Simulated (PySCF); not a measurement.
Input of a run (B3LYP/6-31+G* geometry optimisation, gas phase (PySCF 2.14.0)), started from GFN2-xTB:
```
{"job": {"xc": "B3LYP", "basis": "6-31+G*", "grid": 1, "kind": "geom"}, "charge": 0, "multiplicity": 1}
C     -3.128014     1.387108    -0.614377
C     -3.012323    -0.119411    -0.429871
C     -1.675580    -0.519489     0.195456
C     -1.638855    -2.017457     0.492671
P     -0.249794    -0.073842    -0.960059
C      0.993750     0.088843     0.143682
C      2.402468     0.394556    -0.254677
C      3.296204    -0.814401     0.037174
C      2.909173     1.624335     0.500925
H     -3.059123     1.896433     0.344831
H     -2.322358     1.749283    -1.252637
H     -4.077604     1.646541    -1.076541
H     -3.824376    -0.471953     0.212490
H     -3.119346    -0.613934    -1.398679
H     -1.540270     0.036089     1.130927
H     -0.688026    -2.298775     0.942400
H     -1.766585    -2.590254    -0.424824
H     -2.440070    -2.288201     1.179621
H      0.830110    -0.038972     1.208462
H      2.433949     0.599774    -1.330775
H      4.323257    -0.606222    -0.254999
H      2.947130    -1.683869    -0.515895
H      3.279391    -1.051152     1.099538
H      2.890440     1.444600     1.574473
H      3.931359     1.854903     0.209267
H      2.284047     2.488080     0.284535
```

Output (energies in Eh, forces in Eh/bohr):
```
step   0  E = -656.42637265  max force = 0.007916
step   1  E = -656.42935799  max force = 0.003195
step   2  E = -656.42948072  max force = 0.001213
step   3  E = -656.42964050  max force = 0.001749
step   4  E = -656.42985174  max force = 0.001774
step   5  E = -656.43004552  max force = 0.001705
step   6  E = -656.43008811  max force = 0.000723
step   7  E = -656.43010182  max force = 0.000268
optimisation converged
```

Question: Summarise the run.

Answer: The energy falls by 2.3 kcal/mol over 8 energy and gradient evaluations, the largest force component goes from 0.0079 to 2.7e-04 Eh/bohr, and the atoms move by 0.488 Å rms after alignment. Among the bonds, C2–C3 and C6–C7 change most and about equally (+0.014 to +0.015 Å). Bonds longer at the end by more than 0.005 Å: 23 of 25; shorter: 0. Among the angles that change most is C3–P5–C6, from 100.4° to 103.6°. Among the dihedrals that turn most is H15–C3–P5–C6, from 36° to 11°. The energy never rose by more than 1e-6 Eh on the way. The first step brought 80 % of the lowering.

Question: What are the final bond lengths?

Answer: C1–C2 1.533 Å, C2–C3 1.544 Å, C3–C4 1.541 Å, C3–P5 1.894 Å, P5=C6 1.680 Å, C6–C7 1.509 Å, C7–C8 1.543 Å, C7–C9 1.543 Å, C1–H10 1.098 Å, C1–H11 1.097 Å, C1–H12 1.097 Å, C2–H13 1.100 Å, C2–H14 1.100 Å, C3–H15 1.099 Å, C4–H16 1.096 Å, C4–H17 1.098 Å, C4–H18 1.099 Å, C6–H19 1.095 Å, C7–H20 1.099 Å, C8–H21 1.097 Å, C8–H22 1.096 Å, C8–H23 1.098 Å, C9–H24 1.098 Å, C9–H25 1.097 Å, C9–H26 1.095 Å. Numbering counts from 1 in the input's order; the species is `CC[C@@H](C)/P=C/C(C)C`.

The run used 200 basis functions and 60 SCF cycles in all. Time: 75 s wall, 6.1 min CPU; peak memory 1.2 GiB. Hardware: an Intel Xeon Platinum 8488C with 4 threads (shared host).

Stationary, but not proved a minimum. One conformer, not necessarily the lowest.
